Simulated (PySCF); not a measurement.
Species: Nb(NEt)(OH)3, C₂H₈NNbO₃ (singlet state).
Bonds: Nb1–N2, Nb1–O10, Nb1–O12, Nb1–O14, N2–C3, C3–C4. Hydrogens: H5, H6 on C3; H7, H8, H9 on C4; H11 on O10; H13 on O12; H15 on O14.

Computed by this run: PySCF, PBE0-D3(BJ)/def2-SVP geometry optimisation, gas phase, def2 core potentials past Kr; density fitting, grid level 1; the optimiser is geomeTRIC in internal coordinates, started from a GFN2-xTB structure with every atom displaced at random (about 0.03 Å).

Step 0: E = -11371.8332 eV
```
atom  x, y, z in Å  |  force x, y, z in eV/Å
Nb1    -0.1654   -0.4848   -1.4944   -2.355   3.264   2.023
N2     -0.2072   -0.5022    0.2530    0.091  -0.313  -0.877
C3     -0.1637   -0.3448    1.6337    4.106   1.154   0.197
C4      0.5885    1.0434    1.9857   -5.109  -0.662   0.535
H5     -1.1144   -0.4509    2.0732   -1.676   0.114   1.004
H6      0.5256   -1.1129    2.0714   -0.563  -0.057  -0.089
H7      0.6132    1.1609    3.0715    0.460  -0.033   0.299
H8      1.5141    1.1342    1.5125    1.825   0.094  -0.947
H9     -0.1632    1.8292    1.6477    1.168  -0.418   0.060
O10     1.6012   -0.1117   -1.8921    2.209   0.154  -0.743
H11     1.8978   -0.0587   -2.8074    0.170   0.056  -0.005
O12    -1.2016    1.0508   -2.0427   -1.742   1.828  -0.263
H13    -1.8523    1.8578   -1.9795    2.234  -2.812   0.048
O14    -0.8223   -2.0758   -2.0741   -1.100  -3.631  -1.167
H15    -1.0831   -3.0107   -1.9145    0.282   1.264  -0.075
```

Step 1: E = -11372.6148 eV
```
atom  x, y, z in Å  |  force x, y, z in eV/Å
Nb1    -0.2111   -0.4295   -1.4918    0.690  -0.889   0.218
N2     -0.1831   -0.4495    0.2619   -0.029   0.082  -0.506
C3     -0.1012   -0.3078    1.6663    0.640   0.397   0.336
C4      0.5259    1.0436    2.0645   -0.798  -0.380  -0.038
H5     -1.0914   -0.4017    2.1426   -0.108  -0.114  -0.020
H6      0.5500   -1.1024    2.0863   -0.222  -0.080  -0.065
H7      0.5898    1.1230    3.1613    0.266  -0.050  -0.032
H8      1.5055    1.1381    1.5834    0.132   0.174   0.100
H9     -0.1404    1.8574    1.7374    0.175   0.079  -0.154
O10     1.6573   -0.1002   -1.9903   -0.775  -0.265   0.197
H11     1.9547   -0.0658   -2.9074   -0.090   0.008   0.058
O12    -1.2248    1.0187   -2.1188    0.006  -0.256  -0.400
H13    -1.8327    1.7452   -2.0497   -0.242   0.338   0.213
O14    -0.8911   -2.1181   -2.1346    0.354   0.911  -0.149
H15    -1.1403   -3.0272   -1.9672    0.002   0.046   0.241
```

Q: Estimate the geometry and energy of step 2. (The exact step hangs on the optimiser's Hessian estimate; all steps are aligned on step 1, rigid shifts and turns removed.)

A: E = -11372.7028 eV, largest force 0.386 eV/Å
```
atom  x, y, z in Å  |  force x, y, z in eV/Å
Nb1    -0.1991   -0.4316   -1.4904    0.214  -0.082  -0.127
N2     -0.1631   -0.4401    0.2519    0.000   0.046   0.189
C3     -0.0846   -0.3008    1.6611   -0.009   0.086   0.117
C4      0.5103    1.0417    2.0730   -0.069  -0.118   0.026
H5     -1.0900   -0.4077    2.1160    0.054  -0.072  -0.040
H6      0.5409   -1.1137    2.0751   -0.051  -0.040   0.019
H7      0.5795    1.1102    3.1703    0.116  -0.002  -0.022
H8      1.5089    1.1597    1.6243   -0.023   0.069   0.095
H9     -0.1287    1.8678    1.7317    0.003   0.058  -0.094
O10     1.6401   -0.1319   -1.9945   -0.139  -0.123   0.049
H11     1.9211   -0.1000   -2.9155   -0.019   0.013  -0.008
O12    -1.2304    1.0087   -2.1346   -0.037  -0.156  -0.321
H13    -1.8456    1.7301   -2.0349   -0.104   0.177   0.194
O14    -0.8721   -2.0840   -2.1460    0.110   0.239  -0.282
H15    -1.1200   -2.9844   -1.9436   -0.046  -0.095   0.206
```

The energy changes by -0.0880 eV. The first-order estimate −F·Δx gives -0.1349 eV and the mean of the old and new forces, exact on a quadratic surface, -0.0864 eV. The step makes an angle of 61° with the force vector and moves no atom by more than 0.053 Å.

What follows is the cost of the whole optimisation. The run took 2.7 min wall on one thread, Arm Neoverse V2 (aarch64), shared host with 32 logical CPUs at a one-minute load of 29, and the process peaked at 0.63 GiB of memory.
